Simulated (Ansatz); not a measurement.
Consider the cleavage of the Si–Al bond: `[CH3][AlH][SiH3]` + `N[SiH](O)Cl` → `N[SiH](Cl)O[SiH3]` + `[CH3][AlH2]`.

Program: Ansatz. Geometries: PBE0-D4/def2-TZVP. ΔE: electronic, gas phase. CCSD(T)/CBS adds triple-zeta CCSD(T) − MP2 to the extrapolated MP2 energy (def2 sets, frozen cores). This one scheme is used for every species. Functionals use def2-TZVPP. Each species was taken in one conformer, which may not be the lowest.

CCSD(T)/CBS gives -96.0 kJ/mol.

Question: Another level gave -93.8 kJ/mol. Which?
A. PBE-D4/def2-TZVPP
B. PBE0-D4/def2-TZVPP
C. BHLYP-D4/def2-TZVPP
D. BLYP-D4/def2-TZVPP

Answer: D. BLYP-D4 -93.8, PBE0-D4 -77.8, BHLYP-D4 -110.2, PBE-D4 -68.9 kJ/mol.

Largest T1 diagnostic among the species: 0.011.

From PBE to PBE0 (25 % exact exchange), in def2-TZVPP and without D4, ΔE moves by −9.2 kJ/mol. In def2-TZVPP, CCSD(T) changes the Hartree–Fock value by +26.7 kJ/mol (the triples alone add +3.2 kJ/mol) and MP2 by +17.5 kJ/mol.
